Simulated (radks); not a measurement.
Spherical quantum dot in the effective-mass picture: electrons in a parabolic well V = omega^2 r^2 / 2 with omega = 0.245, all in effective atomic units (hartree* = m*/eps^2 hartree, bohr* = eps/m* bohr), one dielectric constant everywhere. Method: non-relativistic Kohn-Sham, LDA (Slater exchange, Perdew-Wang correlation), spin-polarised, spherical densities; computed with a radial shooting solver with Libxc functionals. Levels are named by radial order and angular momentum (1s, 1p, 1d, 2s, ...), and open shells are averaged over m. Results are scaled to m* = 0.146 and eps = 14.9, for which hartree* = 17.89 meV and bohr* = 5.401 nm.

N = 23, configuration 1s2 1p6 1d10 2s2 1f(up 3, down 0). This is the lowest configuration that the search found. Occupied and some empty levels:

| level | occupation | eigenvalue (meV) | <r> (nm) |
|---|---|---|---|
| 1s up | 1 | 80.339 | 24.70 |
| 1s down | 1 | 80.483 | 24.16 |
| 1p up | 3 | 81.444 | 28.85 |
| 1p down | 3 | 81.638 | 28.59 |
| 1d up | 5 | 82.877 | 31.65 |
| 1d down | 5 | 83.098 | 31.55 |
| 2s up | 1 | 83.699 | 24.94 |
| 2s down | 1 | 83.816 | 25.23 |
| 1f up | 3 | 84.588 | 33.84 |
| 1f down | 0 | 84.820 | 33.84 |
| 2p up | 0 | 85.767 | 28.31 |
| 2p down | 0 | 85.888 | 28.40 |
| 1g up | 0 | 86.539 | 35.70 |
| 1g down | 0 | 86.772 | 35.74 |
| 2d up | 0 | 87.973 | 31.24 |
| 2d down | 0 | 88.107 | 31.25 |

Energy (meV): total 1160.67, kinetic 66.560, external 411.72, Hartree 765.66, exchange-correlation -83.266.
